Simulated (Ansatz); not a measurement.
Reaction (formal exchange of groups at the Si–O bond): `O[SiH]1NP1` + CH₄ → `C[SiH]1NP1` + H₂O

Isolated molecules relaxed with PBE0-D4/def2-TZVP in Ansatz; ΔE leaves out vibrations. CCSD(T)/CBS adds triple-zeta CCSD(T) − MP2 to the extrapolated MP2 energy (def2 sets, frozen cores). This one scheme is used for every species. Functionals use def2-TZVPP. B3LYP here is the variant with VWN-RPA as its local correlation; programs differ in this. Each species was taken in one conformer, which may not be the lowest.

(1) Is it downhill or uphill in electronic energy at CCSD(T)/CBS, and by how much? (An estimate is asked.)

(2) What do these levels give: PBE-D4, B3LYP-D4, PBE, RPA@PBE/def2-TZVPP, MP2/def2-SVP, HF/def2-QZVPP? (An estimate is asked.)

Largest T1 diagnostic among the species: 0.014.

## Answers

(1) Ansatz gave: Uphill: ΔE = +1.06 eV.

(2) The calculation gave: PBE-D4 1.01, B3LYP-D4 1.13, PBE 1.03, RPA@PBE/def2-TZVPP 1.06, MP2/def2-SVP 1.09, HF/def2-QZVPP 1.27 eV.

Leaving LDA and LC-ωPBE aside and taking each functional with its dispersion term where it has one, the values, not all of them listed here, spread over 0.19 eV, from revPBE-D4 to BHLYP-D4. From BLYP to BHLYP (50 % exact exchange), in def2-TZVPP and without D4, ΔE moves by +0.05 eV.
